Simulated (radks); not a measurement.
Fractional charge and spin in the 4p shell of rubidium: the spin-up occupation runs from 2 to 3 and the spin-down occupation from 2 to 3; the fullest corner is Rb, [Ar] 3d10 4s2 5s(up 0.5, down 0.5) 4p(up 3, down 3). Method: scalar-relativistic Kohn-Sham, PBE, spin-polarised, spherical densities, finite nucleus; Fermi nuclear charge, rms radius of each element as measured or else 0.836 A^(1/3) + 0.57 fm; computed with a radial shooting solver on a logarithmic mesh with Libxc functionals. Energy (eV) above the fullest corner. The planes named below are the two flat planes that join the four corners, with an edge along up + down = one added electron.

down \ up       2    2.25     2.5    2.75       3
2          53.652  44.374  35.833  28.013  20.902
2.25       44.374  35.896  28.136  21.081  14.712
2.5        35.833  28.136  21.140  14.828   9.180
2.75       28.013  21.081  14.828   9.236   4.285
3          20.902  14.712   9.180   4.285   0.000

Corners above the fullest one (they belong to Rb+ and the next ion): (up 3, down 2) 20.902 eV, (up 2, down 3) 20.902 eV, (up 2, down 2) 53.652 eV. With half an added electron in each spin the energy lies 0.239 eV from the planes, and with half an added electron in spin up alone -1.444 eV. The planes are only a guide here: the flat-plane condition holds for ground states with one frontier orbital, while this shell lies below other occupied shells, so the corners above the fullest one are inner-hole states and not the ground states of those ions.
